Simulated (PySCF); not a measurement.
Excitations are Tamm–Dancoff values on a coarser integration grid. The basis has no diffuse functions, so Rydberg states are missing or too high.

Cartesian coordinates (Å):
SMILES: S[Si](Br)(S)Br
```xyz
7

S      1.3619    -0.8785     1.0008
Si    -0.0688     0.4668     0.1739
S     -1.1826    -0.3386    -1.4543
Br    -1.3363     1.0102     1.9235
Br     0.8478     2.3051    -0.6881
H      1.9245    -1.1270    -0.2089
H     -1.5465    -1.4380    -0.7468
```
Charge 0, multiplicity 1.

Question: What is the computed HOMO, HOMO–LUMO gap, LUMO, dipole moment, S1–T1 gap (TDA), S1 oscillator strength, T1 excitation (TDA) and S1 excitation (TDA) (PySCF with PBE-D3(BJ)/def2-TZVP)?

Answer: 
* **HOMO**: -6.60 eV
* **HOMO–LUMO gap**: 4.53 eV
* **LUMO**: -2.07 eV
* **dipole moment**: 1.57 D
* **S1–T1 gap (TDA)**: 0.26 eV
* **S1 oscillator strength**: 0.003
* **T1 excitation (TDA)**: 4.37 eV
* **S1 excitation (TDA)**: 4.64 eV
